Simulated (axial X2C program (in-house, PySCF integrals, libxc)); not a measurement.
**Outer orbitals of InH at 1.851 Å, BLYP**

All values were computed with an in-house relativistic program for diatomic molecules. Spin-free means the one-electron spin-free X2C Hamiltonian; two-component (2c) means X2C with spin–orbit coupling and atomic mean-field two-electron Coulomb and Gaunt terms, so the difference of the two also holds small scalar two-electron terms. Basis: In dyall-cv3z [11s12p9d4f1g], H dyall-v3z [6s2p1d] (cores contracted in-house); Gaussian nuclei, density fitting, unrestricted open shells. Masses: In 114.904 u, H 1.008 u.

The distance is close to the 2c PBE0 minimum; the highest filled and lowest empty levels are listed.

Spin-free orbitals, state M_S = 0, Λ = 0 (closed shell) (Löwdin shares):

```tsv
symmetry	occupied	ε (eV)	atomic character
δ-α	yes	-18.44	100% In d
δ+α	yes	-18.44	100% In d
σα	yes	-18.19	99% In d
π-α	yes	-18.18	100% In d
π+α	yes	-18.18	100% In d
σα	yes	-8.86	67% In s, 29% H s, 2% H p
σα	yes	-4.72	46% In p, 31% H s, 18% In s
π-α	no	-2.43	98% In p
π+α	no	-2.43	98% In p
σα	no	0.42	43% In p, 20% In d, 15% H s
σα	no	1.18	62% In s, 14% In p, 13% H s
```

One partner of each degenerate Kramers or spin pair is listed.

Spinors with spin–orbit coupling (state Ω = 0):

```tsv
ω	occupied	ε (eV)	atomic character	λ mixture
3/2	yes	-18.89	100% In d	88% δ, 12% π
1/2	yes	-18.67	99% In d	60% π, 40% σ
5/2	yes	-18.12	100% In d	100% δ
3/2	yes	-17.90	100% In d	88% π, 12% δ
1/2	yes	-17.87	99% In d	60% σ, 40% π
1/2	yes	-8.86	67% In s, 30% H s, 2% H p	100% σ
1/2	yes	-4.73	46% In p, 31% H s, 18% In s	100% σ
1/2	no	-2.53	98% In p	100% π
3/2	no	-2.33	98% In p	100% π
1/2	no	0.42	43% In p, 20% In d, 15% H s	100% σ
1/2	no	1.18	62% In s, 14% In p, 13% H s	100% σ
```

One partner of each degenerate Kramers or spin pair is listed.

Q: How does the gap between the highest filled and lowest empty level change from the spin-free to the 2c table?

A: From 2.29 to 2.20 eV at BLYP, a change of -0.09 eV.

Mulliken charges and populations of the two-component result (they depend on the basis, above all on diffuse functions):

In 0.31 e (s 9.91 p 18.77 d 20.01), H -0.31 e (s 1.30 p 0.01).

The state is one determinant whose occupation by symmetry is held fixed; it was picked as the lowest of a PBE0 search that is not exhaustive.
